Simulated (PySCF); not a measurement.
Electron correlation in C (carbon, neutral)

[He] 2s1 2p3, high-spin 5S determinant (an excited configuration). All numbers are calculated (PySCF 2.14, scalar relativity by spin-free X2C-1e, in aug-cc-pVTZ-DK). Frozen: 1s2; 4 electrons correlated.

```tsv
level	correlation energy (mhartree)
CCSD	-33.99
(T)	-0.35
CCSD(T)	-34.34
```

Diagnostics: T1 = 0.0044, D1 = 0.0072, largest double amplitude 0.029.

Cost of the coupled-cluster step: about 0.7 core-seconds, for 4 correlated electrons.
